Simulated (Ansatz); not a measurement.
Stepwise reaction of `[GeH3][SiH2][GeH3]` with water, as a gas-phase model of exchange steps in deposition or etching. ΔE in kJ/mol; ΔG adds harmonic PBE0-D4 terms to CCSD(T)/CBS, at 1 bar.

Program: Ansatz. Geometries: PBE0-D4/def2-TZVP. ΔE: electronic, gas phase. CCSD(T)/CBS is the MP2 limit (def2-TZVPP, def2-QZVPP) plus CCSD(T) − MP2 in def2-TZVPP, frozen cores. This one scheme is used for every species. DFT in def2-TZVPP. B3LYP here is the variant with VWN-RPA as its local correlation; programs differ in this. For Ge outer-core shells are correlated without core-valence functions, which leaves a few kJ/mol of doubt a bond. Scalar relativity is left out up to krypton. One conformer a species, not always the lowest.

| step | reaction | PBE-D4 | B3LYP-D4 | ωB97M-V | CCSD(T)/CBS | ΔG(500 K) |
| --- | --- | --- | --- | --- | --- | --- |
| 1 | `[GeH3][SiH2][GeH3]` + H₂O → `O[SiH2][GeH3]` + GeH₄ | -39.2 | -57.2 | -59.3 | -51.2 | -51.7 |
| 2 | `O[SiH2][GeH3]` + H₂O → `O[SiH2]O` + GeH₄ | -87.3 | -103.5 | -107.7 | -100.9 | -90.6 |

(1) By hand: ΔE of the 2 steps together at CCSD(T)/CBS.

## Answers

(1) (-51.2) + (-100.9) = -152.1 kJ/mol, or -76.1 kJ/mol a step.

In ΔE each step is lower than the one before. All are downhill at CCSD(T)/CBS. ΔG lies between -90.6 and -51.7 kJ/mol a step. PBE-D4 differs from CCSD(T)/CBS by 12.0 to 13.6 kJ/mol a step. Isolated molecules leave out the surface, adducts and barriers. Largest T1 diagnostic: 0.012.
